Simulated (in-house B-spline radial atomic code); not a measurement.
A fraction x of an electron is moved 4d → 5f in the iodine ion I³⁺, starting from [Kr] 4d10 5s2 5p2 and keeping the highest spin. All numbers are computed (non-relativistic BLYP, spin-polarised, spherical fractional occupations; point nucleus) with a B-spline radial code for spherical atoms, not measured.

| x | E(x) - E(0) (eV) | 4d down level (eV) | 5f up level (eV) |
| --- | --- | --- | --- |
| 0 | 0.0000 | -84.025 | - |
| 0.125 | 9.5732 | -85.652 | -8.522 |
| 0.25 | 19.2881 | -87.269 | -8.952 |
| 0.375 | 29.1542 | -88.877 | -9.332 |
| 0.5 | 39.1752 | -90.474 | -9.681 |
| 0.625 | ? | ? | ? |
| 0.75 | 59.6888 | -93.637 | -10.316 |
| 0.875 | ? | ? | ? |
| 1 | 80.8370 | -96.755 | -10.890 |

Task: What belongs in the row x = 0.625?

Result: An energy change of 49.3530 eV; 4d down at -92.061 eV, 5f up at -10.008 eV.

Task: What belongs in the row x = 0.875?

Result: An energy change of 70.1834 eV; 4d down at -95.202 eV, 5f up at -10.609 eV.

Task: Check Janak's theorem between x = 0.125 and 0.25.

Result: The slope of the energy is 77.72 eV; the orbital levels give 77.72 eV (ε of the receiving orbital less ε of the emptying one, averaged over the two points).
